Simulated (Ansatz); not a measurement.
# A correction line for wB97M-V/def2-TZVPP: vertical ionisation energy

The vertical ionisation energy (cation less neutral) in eV of 6 molecular compounds of Mg: x at wB97M-V/def2-TZVPP, y at CCSD(T)/def2-TZVPP. Shapes, held fixed at every level: PBE0-D4/def2-TZVP. Programs: Ansatz 0.2.0.

| molecule | x (eV) | y (eV) |
| --- | --- | --- |
| Mg(NH2)2 | 8.76 | 8.71 |
| CH5MgNO (SMILES C[O][Mg][NH2]) | 8.93 | 8.82 |
| CH6MgOSSi (SMILES C[S][Mg][O][SiH3]) | 8.99 | 8.91 |
| Mg(NH2)F | 9.28 | ? |
| CH4MgO2 (SMILES C[O][Mg][OH]) | 9.69 | 9.74 |
| MgBrCl (SMILES [Cl][Mg][Br]) | 11.06 | 11.00 |

**Question.** Fit y = c + s·x to the known rows and predict y for Mg(NH2)F.

**Answer.** 
1. Means of the 5 rows: x = 9.4860, y = 9.436.
2. Σ(Δx)² = 3.6013, Σ(Δx·Δy) = 3.6542, so the slope is 3.6542/3.6013 = 1.0147.
3. Intercept: 9.436 − (1.0147) × 9.4860 = -0.189. The largest residual of the fit is 0.097.
4. Mg(NH2)F: -0.189 + 1.0147 × 9.28 = 9.23 eV.

CCSD(T)/def2-TZVPP gives 9.16 eV, so the prediction is off by +0.07 eV, within the largest residual. Uncorrected, wB97M-V/def2-TZVPP misses Mg(NH2)F by +0.12 eV, and the other rows by 0.07 on average. The line removes about 40 % of this miss. Left out in turn, the other rows are missed by 0.11 eV on average, worse than no correction. Cations run unrestricted. Relativity is left out for Br. Outer-core shells of Br, Mg are correlated, in sets that cover them unevenly.
